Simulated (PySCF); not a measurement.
# Computed data sheet: `B[C@@H]1CC[C@H]1C`

C₅H₁₁B.
Cartesian coordinates in Å at the PBE0-D3(BJ)/def2-SVP level; atoms count from 1:
```
atom  x, y, z in Å
B1    -1.2379    1.4740    0.8673
C2    -0.5614    0.4465   -0.0739
C3    -1.2055   -0.8804   -0.5439
C4     0.1990   -1.5092   -0.5651
C5     0.7181   -0.3494    0.3108
C6     2.0731    0.2538    0.0239
H7    -2.4401    1.6323    0.8661
H8    -0.5643    2.1770    1.5910
H9    -0.3208    1.0710   -0.9667
H10   -1.8478   -1.3208    0.2350
H11   -1.7739   -0.8672   -1.4858
H12    0.3150   -2.5347   -0.1819
H13    0.6433   -1.4623   -1.5732
H14    0.6597   -0.6368    1.3757
H15    2.2350    1.1686    0.6164
H16    2.8873   -0.4484    0.2647
H17    2.1663    0.5234   -1.0414
```

Some functional groups and rings: three-coordinate boron and cyclobutane ring.

**PBE0-D3(BJ)/def2-SVP geometry optimisation, gas phase (PySCF)**

| Item | Value |
| --- | --- |
| Point group | C1 |
| Rotational constants A, B, C | 4.547, 3.476, 2.183 GHz |

From PBE0/def2-SVPD ground state and vertical TDDFT (core frozen in the response) (PySCF):

| Quantity | Value |
| --- | --- |
| Dipole moment | 0.76 D |
| HOMO energy | -8.08 eV |
| LUMO energy | -1.28 eV |
| HOMO–LUMO gap | 6.80 eV |
| Lowest singlet excitation | 5.20 eV (239 nm, f = 0.005) |
| Strongest line among the 6 lowest singlet transitions | S4 at 6.42 eV (193 nm, f = 0.017) |
| Static isotropic polarisability | 74.0 au |
| Electronic spatial extent ⟨r²⟩ about the centre of nuclear charge | 636 bohr² |

Monoisotopic mass from the formula: 82.0954 u.

The rotational constants make it an asymmetric top with κ = (2B − A − C)/(A − C) = 0.09, midway between the prolate (−1) and oblate (+1) limits. The polarisability is 10.96 Å³ as a volume (1 au = 0.148185 Å³), or 1.61 au for each of the 46 electrons. The principal polarisabilities are 62.6, 77.4 and 81.9 au; their mean is the isotropic value. The largest Löwdin shares of the LUMO are 0.54 on B1, 0.13 on C2, 0.10 on H7 and 0.10 on H8. S1 lies 1.60 eV below the HOMO–LUMO gap; its leading configuration is HOMO→LUMO, weight 0.97.

One conformer stands for the species.
